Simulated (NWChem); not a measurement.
SiBiH₅; SMILES [SiH3][BiH2]

```xyz
7

Bi     0.0005    -0.4613     0.0264
H     -1.2985    -0.4489    -1.2157
H      1.2462    -0.4462    -1.2693
Si     0.0002     2.2135     0.0135
H     -0.0496     2.7795    -1.3678
H      1.2380     2.7056     0.6945
H     -1.1846     2.7070     0.7821
```
Atoms are numbered in this order, from 1.

Program: NWChem. Medium grid unless said otherwise, to which SCAN and Minnesota functionals are sensitive. Structure relaxed at the PBE0/def2-SVP level. def2 effective core potentials on Bi; no spin-orbit coupling. B3LYP is NWChem's, with the RPA form of VWN correlation. Total energies of different functionals are on different scales.

| level | energy (Ha) | highest occupied level (eV) | orbital gap (eV) | dipole (D) |
|---|---|---|---|---|
| B3LYP/def2-SVP | -507.1109 | -7.07 | 6.53 | 0.94 |
| PBE/def2-SVP | -506.8733 | ? | ? | 0.90 |
| M06/def2-SVP | -507.0221 | -7.02 | 6.67 | 1.20 |
| TPSSh/def2-SVP | -506.9769 | -6.80 | 6.13 | 1.00 |
| TPSS/def2-SVP | -506.9835 | -6.43 | 5.48 | 1.02 |
| OLYP/def2-SVP | -507.2247 | -6.10 | 5.31 | 1.03 |
| B3PW91/def2-SVP | -507.1076 | -7.14 | 6.62 | 0.91 |

Question: Fill in the missing entries.

Answer: 
- PBE/def2-SVP, highest occupied level (eV): -6.32
- PBE/def2-SVP, orbital gap (eV): 5.25
